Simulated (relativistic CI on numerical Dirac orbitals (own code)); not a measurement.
**Spin-allowed bands of a d7 ion in a tetrahedral site, by hand**

Problem. Take Δ = 6750 cm⁻¹ and B = 600 cm⁻¹ for a d7 ion in a tetrahedral site. Calculate the three spin-allowed bands.

Working.
1. The terms of highest spin are 4F (energy 0) and 4P (15B = 9000 cm⁻¹). Here the F term splits into A2 at −1.2Δ = -8100, T2 at −0.2Δ = -1350 and T1 at +0.6Δ = 4050 cm⁻¹.
2. The two T1 states mix through the element 0.4Δ: H = [[4050, 2700], [2700, 9000]], with roots ½(H₁₁ + H₂₂) ∓ ½√[(H₂₂ − H₁₁)² + 4H₁₂²] = ½(13050) ∓ ½(7325) = 2862 and 10188 cm⁻¹.
3. The ground term is 4A2 at -8100 cm⁻¹.
4. Bands: 4T2 6750 cm⁻¹ (1481 nm), 4T1(F) 10962 cm⁻¹ (912 nm), 4T1(P) 18288 cm⁻¹ (547 nm).

Check. Exact diagonalisation of the whole d7 shell with these parameters gives 4T2 6750, 4T1 10962, 4T1 18288 cm⁻¹. The match is exact, since without spin-orbit coupling no other term has this spin. The ratio of the second band to the first, 1.624, depends on Δ/B = 11.2 alone, which is how a Tanabe-Sugano diagram is read.
